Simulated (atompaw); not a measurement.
**Plane-wave convergence, PAW (atompaw) potential for rubidium (Rb)**

atompaw 4.2.0.5 input, output lines left out:

```
Rb 37
GGA-PBESOL scalarrelativistic loggrid 1500 logderivrange -2 5 176
5 5 3 0 0 0
5 0 1
5 1 0
0 0 0
c
c
c
c
v
c
c
c
v
c
2
3.00 2.50 2.60 2.55
y
1.1
n
y
2.95
n
y
0.15
y
2.6
n
custom polynom vanderbiltortho besselshape
3 0.5 troulliermartins
3.00
3.00
3.00
3.00
3.00
3.00
```

The pseudo-atom Hamiltonian at the reference potential is diagonalised in spherical Bessel functions j_l(qr) that vanish at 20 bohr, with q² up to the cutoff. All-electron valence levels (Ry): 5s -0.1633, 5p -0.0542.

Task: How do the lowest levels (Ry) of each channel move with the cutoff, and are there ghosts?

Result:

| cutoff (Ry) | s #1 | s #2 | p #1 | p #2 | p #3 | d #1 | d #2 | f #1 | Σ f·Δε (mRy) |
| --- | --- | --- | --- | --- | --- | --- | --- | --- | --- |
| 8 | -2.5045 | -0.1633 | -1.1437 | -0.0537 | 0.0549 | 0.0050 | 0.0772 | 0.0832 | 0.1 |
| 10 | -2.5073 | -0.1633 | -1.1814 | -0.0537 | 0.0549 | 0.0049 | 0.0770 | 0.0832 | 0.0 |
| 400 | -2.5081 | -0.1633 | -1.1969 | -0.0537 | 0.0548 | 0.0048 | 0.0769 | 0.0832 | 0.0 |

Result: ghost states, extra bound levels that the all-electron valence spectrum of the same l lacks: s at -34.1 eV, p at -16.3 eV (a true bound ghost makes a file unfit for plane-wave use); 10 mRy is reached at 6 Ry and 1 mRy at 6 Ry.
